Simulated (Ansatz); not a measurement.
Consider the redistribution: `NB(N)Cl` + `[NH2][Y]([F])[Cl]` → `NB(N)N` + `[F][Y]([Cl])[Cl]`.

Computed with Ansatz on PBE0-D4/def2-TZVP structures; ΔE is electronic, products minus reactants. CCSD(T)/CBS is the MP2 limit (def2-TZVPP, def2-QZVPP) plus CCSD(T) − MP2 in def2-TZVPP, frozen cores. This one scheme is used for every species. def2 core potentials past Kr. For Y outer-core shells are correlated without core-valence functions, which leaves a few kJ/mol of doubt a bond. One conformer a species, not always the lowest.

`NB(N)Cl`:

```xyz
8

N     0.940   -0.752   -0.407
B    -0.212    0.046   -0.322
N    -0.651    0.689    0.846
Cl   -1.188    0.260   -1.807
H     1.215   -1.192   -1.265
H     1.551   -0.932    0.368
H    -1.482    1.251    0.859
H    -0.174    0.630    1.727
```

`[NH2][Y]([F])[Cl]`:

```xyz
6

N    -1.060   -0.466   -0.315
Y     0.858    0.290    0.163
F     2.363   -0.450   -0.911
Cl    1.062    1.986    1.963
H    -1.937   -0.206    0.123
H    -1.287   -1.155   -1.023
```

`NB(N)N`:

```xyz
10

N    -0.169    0.999    1.006
B     0.001    0.002   -0.001
N    -0.643    0.151   -1.265
N     0.814   -1.140    0.255
H    -0.594    1.887    0.817
H     0.328    0.977    1.877
H    -1.315    0.872   -1.450
H    -0.598   -0.544   -1.985
H     1.290   -1.290    1.124
H     0.887   -1.914   -0.378
```

`[F][Y]([Cl])[Cl]`:

Z-matrix (Å, degrees):
```
Y
F 1 1.970
Cl 1 2.449 2 118.8
Cl 1 2.449 2 118.8 3 179.9
```

```csv
species,CCSD(T)/CBS(def2) energy (Eh)
`NB(N)Cl`,-596.52476
`[NH2][Y]([F])[Cl]`,-653.94368
`NB(N)N`,-192.64351
`[F][Y]([Cl])[Cl]`,-1057.86408
```

Question: Work out ΔE.

Answer: ΔE = (-192.64351) + (-1057.86408) − (-596.52476) − (-653.94368) = -0.03915 Eh = -1.07 eV.

Largest T1 diagnostic among the species: 0.013.

Leaving LDA and LC-ωPBE aside and taking each functional with its dispersion term where it has one, the values, not all of them listed here, spread over 0.23 eV, from BHLYP-D4 to revPBE-D4. LDA lies −0.03 eV from PBE without D4. From r2SCAN to r2SCAN0 (25 % exact exchange), in def2-TZVPP and without D4, ΔE moves by −0.06 eV.
